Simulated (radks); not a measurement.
The nuclear charge of the osmium ion Os+ is varied continuously with 75 electrons held in [Xe] 4f14 5d6 6s1. All-electron calculation, scalar-relativistic Kohn-Sham, PBE, spin-polarised, spherical densities, point nucleus; open shells are filled with parallel spins first (spin-orbit coupling, left out, can overturn this in heavy ions). Program: a radial shooting solver on a logarithmic mesh with Libxc functionals. By the Hellmann-Feynman theorem dE/dZ = E(electron-nucleus)/Z, the electronic potential at the nucleus. The scalar-relativistic energy here is not variational (the density holds large components alone), so the two differ by a part that grows with Z.

| Z | E (hartree) | E(electron-nucleus)/Z (hartree) | HOMO | e(HOMO) (eV) | <r> HOMO (bohr) |
|---|---|---|---|---|---|
| 75 | -16692.3094 | -551.081 | 5d | -2.210 | 2.107 |
| 75.2 | -16803.6482 | -553.349 | 5d | -3.959 | 2.011 |
| 75.4 | -16915.4498 | -555.617 | 5d | -5.845 | 1.935 |
| 75.6 | -17027.7144 | -557.886 | 5d | -7.856 | 1.872 |
| 75.8 | -17140.4422 | -560.156 | 5d | -9.983 | 1.817 |
| 76 | -17253.6337 | -562.427 | 5d | -12.216 | 1.769 |
| 76.2 | -17367.2892 | -564.701 | 5d | -14.551 | 1.726 |
| 76.4 | -17481.4092 | -566.976 | 5d | -16.982 | 1.686 |
| 76.6 | -17595.9941 | -569.253 | 5d | -19.505 | 1.650 |
| 76.8 | -17711.0445 | -571.532 | 6s | -21.676 | 2.514 |
| 77 | -17826.5609 | -573.814 | 6s | -23.750 | 2.468 |

The central difference of E at Z = 76 is -567.117 hartree, to compare with the third column; the second derivative is -11.6 hartree.
